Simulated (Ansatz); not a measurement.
TiSi₄⁺. The state is a doublet with charge 1. Geometry r2SCAN-D4/def2-SVP; atoms count from 1.

```xyz
5

Ti    0.903    0.659   -1.477
Si   -1.279    0.139   -0.708
Si    0.510    1.108    0.818
Si    0.755   -1.256   -0.088
Si   -0.890   -0.650    1.455
```

The relaxed charge 1 doublet is spin-contaminated (final ⟨S²⟩ up to 1.01, 0.75 for a pure state). No other spin state of charge 1 was run. The structure comes from a short search, and lower isomers may exist.

Estimate the Mulliken populations from the PBE0/def2-TZVP orbitals of Ansatz.


```json
{"atom": "Ti1", "charge (e)": "0.57", "spin (α − β)": "-0.64", "d electrons": "2.75"}
{"atom": "Si2", "charge (e)": "0.10", "spin (α − β)": "0.37", "d electrons": "–"}
{"atom": "Si3", "charge (e)": "0.10", "spin (α − β)": "0.37", "d electrons": "–"}
{"atom": "Si4", "charge (e)": "0.10", "spin (α − β)": "0.37", "d electrons": "–"}
{"atom": "Si5", "charge (e)": "0.15", "spin (α − β)": "0.52", "d electrons": "–"}
```
Mulliken values and Mayer orders depend strongly on the basis.

Where does the spin sit?

Summed by element: Ti -0.64, Si 1.64, of 1 unpaired in all. Largest on single atoms: Ti1 -0.64, Si5 0.52, Si4 0.37.

And the Mayer bond orders between bonded heavy atoms (over 0.3)?

Ti1–Si2 1.32 (2.37 Å); Ti1–Si3 1.32 (2.37 Å); Ti1–Si4 1.32 (2.37 Å); Si2–Si3 0.49 (2.54 Å); Si2–Si4 0.49 (2.54 Å); Si2–Si5 0.90 (2.34 Å); Si3–Si4 0.49 (2.54 Å); Si3–Si5 0.90 (2.34 Å); Si4–Si5 0.90 (2.34 Å). Values over 0.3 also appear between atoms too far apart for a bond (Ti1–Si5 0.47 at 3.68 Å); they arise where an orbital or an unpaired electron spreads over both atoms.
